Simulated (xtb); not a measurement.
Input file for xtb: GFN-FF on C4H6O (a complex), monomers drawn apart or pushed together.

```
$ xtb mol.xyz --gfnff --sp --chrg 0 --uhf 0
11

C      0.45952735    -0.10697570     0.24635210
O     -0.49701243     0.48403125     0.30112565
C      1.17206751    -0.78862259     4.93957291
C     -0.12618355    -0.58752955     5.12663689
C     -0.80583548     0.74314945     5.08677484
H      1.85063754     0.03461319     4.74512986
H      1.60481885    -1.78002708     4.97238979
H     -0.76658348    -1.44503988     5.31700836
H     -1.32627248     0.94680225     6.02682884
H     -0.09424325     1.55003462     4.90652061
H     -1.56139359     0.77166326     4.29610040
```

Program output:

```
[...]
           -------------------------------------------------
          |                Calculation Setup                |
           -------------------------------------------------



molecular fragmentation (1/2 indicates fragments):
11222222222
# atoms in fragment 1/2:     2     9
 fragment masses (1/2) :       28.01       42.08
CMA distance (Bohr)    :   9.056
constraining FC (au)   :  0.0500

          ==================== Thresholds ====================
          CN  :   150.00000
          rep :   500.00000
          disp:  2500.00000
          HB1 :   250.00000
          HB2 :   450.00000

          Pauling EN used:
          Z : 1  EN :  2.20
          Z : 6  EN :  2.55
          Z : 8  EN :  3.44
          electric field strengths (au): 0.000

           -------------------------------------------------
          |           Force Field Initialization            |
           -------------------------------------------------

          distances ...
          ----------------------------------------
          generating topology and atomic info file ...
          pair mat ...
          computing topology distances matrix with Floyd-Warshall algo ...
          making topology EEQ charges ...
          #fragments for EEQ constrain: 2
          ----------------------------------------
          generating topology and atomic info file ...
          pair mat ...
          computing topology distances matrix with Floyd-Warshall algo ...
          making topology EEQ charges ...
          rings ...
          # BATM   32
          # H in HB   3
          doing iterative Hueckel for 2 subsystem(s) ...

  atom   neighbors  erfCN metchar sp-hybrid imet pi  qest     coordinates
    1  C       1    0.98   0.00         1    0    1   0.098    0.868381   -0.202155    0.465538
    2  O       1    0.98   0.00         1    0    1  -0.098   -0.939217    0.914686    0.569045
    3  C       3    2.79   0.00         2    0    1  -0.060    2.214887   -1.490281    9.334440
    4  C       3    2.78   0.00         2    0    1  -0.040   -0.238452   -1.110270    9.687940
    5  C       4    3.49   0.00         3    0    0  -0.053   -1.522808    1.404349    9.612611
    6  H       1    0.97   0.00         0    0    0   0.028    3.497198    0.065409    8.966996
    7  H       1    0.97   0.00         0    0    0   0.028    3.032668   -3.363764    9.396455
    8  H       1    0.97   0.00         0    0    0   0.027   -1.448633   -2.730730   10.047690
    9  H       1    0.97   0.00         0    0    0   0.023   -2.506292    1.789197   11.389056
   10  H       1    0.97   0.00         0    0    0   0.023   -0.178094    2.929141    9.271980
   11  H       1    0.97   0.00         0    0    0   0.023   -2.950606    1.458232    8.118453

          #atoms :   11
          #bonds :   9
          #angl  :   12
          #tors  :   12
          #nmol  :   2
          #optfrag :   2
           -------------------------------------------------
          |                   G F N - F F                   |
          |          A general generic force-field          |
          |                  Version 1.0.3                  |
           -------------------------------------------------
          Number of HB bonds (bound hydrogen)     72
          Number of HB bonds (unbound hydrogen)   36
          Number of XB bonds                      0

 E+G (total)                   0 d,  0 h,  0 min,  0.000 sec
 distance/D3 list               ...        0 min,  0.000 sec (  0.749%)
 non bonded repulsion           ...        0 min,  0.000 sec ( 15.662%)
 dCN                            ...        0 min,  0.000 sec (  2.780%)
Note: The following floating-point exceptions are signalling: IEEE_UNDERFLOW_FLAG IEEE_DENORMAL
normal termination of xtb
 EEQ energy and q               ...        0 min,  0.000 sec ( 21.849%)
 D3                             ...        0 min,  0.000 sec ( 10.784%)
 EEQ gradient                   ...        0 min,  0.000 sec (  2.421%)
 bonds                          ...        0 min,  0.000 sec (  6.214%)
 bend and torsion               ...        0 min,  0.000 sec ( 15.027%)
 bonded ATM                     ...        0 min,  0.000 sec (  4.080%)
 HB/XB (incl list setup)        ...        0 min,  0.000 sec ( 16.436%)

         :::::::::::::::::::::::::::::::::::::::::::::::::::::
         ::                     SUMMARY                     ::
         :::::::::::::::::::::::::::::::::::::::::::::::::::::
         :: total energy              -1.740395471979 Eh    ::
         :: gradient norm              0.017421830192 Eh/a0 ::
         ::.................................................::
         :: bond energy               -1.839644135979 Eh    ::
         :: angle energy               0.001105811401 Eh    ::
         :: torsion energy             0.000885293110 Eh    ::
         :: repulsion energy           0.111559630505 Eh    ::
         :: electrostat energy        -0.010877696610 Eh    ::
         :: dispersion energy         -0.003388046910 Eh    ::
         :: HB energy                 -0.000000038435 Eh    ::
         :: XB energy                  0.000000000000 Eh    ::
         :: bonded atm energy         -0.000036289060 Eh    ::
         :: external energy            0.000000000000 Eh    ::
         :: add. restraining           0.000000000000 Eh    ::
         :: total charge               0.000000000000 e     ::
         :::::::::::::::::::::::::::::::::::::::::::::::::::::

           -------------------------------------------------
          |                Property Printout                |
           -------------------------------------------------

molecular dipole:
                 x           y           z       tot (Debye)
 q only:        0.219      -0.111      -0.018       0.625

           -------------------------------------------------
          | TOTAL ENERGY               -1.740395471979 Eh   |
          | GRADIENT NORM               0.017421830192 Eh/α |
           -------------------------------------------------
########################################################################
[WARNING] Runtime exception occurred
-1- gfnff_setup: Could not read topology file.
########################################################################

------------------------------------------------------------------------
------------------------------------------------------------------------
 total:
 SCF:
```

The run finished.

Cost: about 0.05 core-seconds (a rough figure).
